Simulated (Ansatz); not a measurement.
A nudged elastic band was laid between two geometries of CH$_{4}$AlBOS (9 atoms, charge 0, multiplicity 1).

All numbers below come from UKS B3LYP-D4/STO-3G in Ansatz.

```json
{
 "movable images": "5",
 "climbing image": "yes",
 "spring": "5.0 eV/Å²",
 "optimiser": "quadratic models (default)",
 "start path": "through a guess of the saddle point",
 "force threshold": "0.03 eV/Å",
 "iteration limit": "60",
 "end points": "relaxed"
}
```

Image 0:

```xyz
9
Properties=species:S:1:pos:R:3
B -0.547 0.729 0.977
C -0.954 -0.767 1.129
O -1.083 -1.958 1.203
S 1.226 0.165 0.547
Al 1.094 -0.152 -1.544
H -1.171 1.245 0.126
H -0.616 1.262 2.023
H -0.249 -0.241 -2.203
H 2.389 -0.329 -2.276
```

Image 6:

```xyz
9
Properties=species:S:1:pos:R:3
B -0.990 0.566 0.643
C -0.655 -0.546 1.555
O -0.291 -1.485 2.210
S 1.888 -1.127 -0.745
Al 0.325 0.278 -0.898
H -0.727 1.601 1.131
H -2.079 0.455 0.222
H 0.212 1.081 -2.162
H 2.405 -0.869 -1.974
```

Question: What changes between the two ends?

Answer: Bonds broken: B1–S4, Al5–H9. Bonds formed: B1–Al5, S4–H9.

Question: What energy profile does the band end with?

Answer: It converged. The highest image is number 4 of 0 to 6, 90.4 kcal/mol above the first end and 87.0 kcal/mol above the last; the last end lies 3.3 kcal/mol above the first. The profile has 2 maxima (images 1, 4) with wells between them (image 2): this band takes more than one step, which may be the mechanism or a detour left from its start path. Neighbouring images differ by up to 3.3 eV, so the band resolves the path poorly. A vibrational analysis at the climbing image gives one clearly imaginary mode, 2422i cm⁻¹: a first-order saddle point. Limits of this set-up: minimal basis.

| image | path coordinate (Å) | energy (kcal/mol) | B1–S4 (Å) | Al5–H9 (Å) | B1–Al5 (Å) |
| --- | --- | --- | --- | --- | --- |
| 0 | 0.00 | 0.0 | 1.91 | 1.50 | 3.13 |
| 1 | 2.40 | 36.2 | 2.96 | 1.50 | 3.40 |
| 2 | 4.81 | 5.8 | 2.89 | 1.49 | 2.20 |
| 3 | 7.21 | 14.8 | 3.02 | 1.48 | 2.41 |
| 4 | 9.61 | 90.4 | 2.84 | 1.63 | 2.06 |
| 5 | 10.87 | 15.9 | 3.42 | 2.36 | 2.03 |
| 6 | 12.13 | 3.3 | 3.62 | 2.61 | 2.05 |

Question: What is the geometry of the highest image?

Answer: 
```xyz
9
Properties=species:S:1:pos:R:3:forces:R:3
B -0.813 0.452 0.503 0.00 0.00 0.00
C 0.111 -0.530 1.323 0.00 0.00 0.00
O 0.239 -1.364 2.201 0.00 0.00 0.00
S 1.868 -0.341 0.008 0.00 0.00 0.00
Al 0.205 0.307 -1.287 0.00 0.00 0.00
H -0.629 1.557 0.852 0.00 0.00 0.00
H -1.921 0.063 0.456 0.00 0.00 0.00
H 0.201 0.999 -2.616 0.00 0.00 0.00
H 0.829 -1.189 -1.457 0.00 0.00 0.00
```

The band took 47 iterations and about 7 core-minutes.

Time of the run: 7.1 min on 1 thread of Intel(R) Xeon(R) 6975P-C (Granite Rapids) (shared host), peak memory 0.16 GiB.
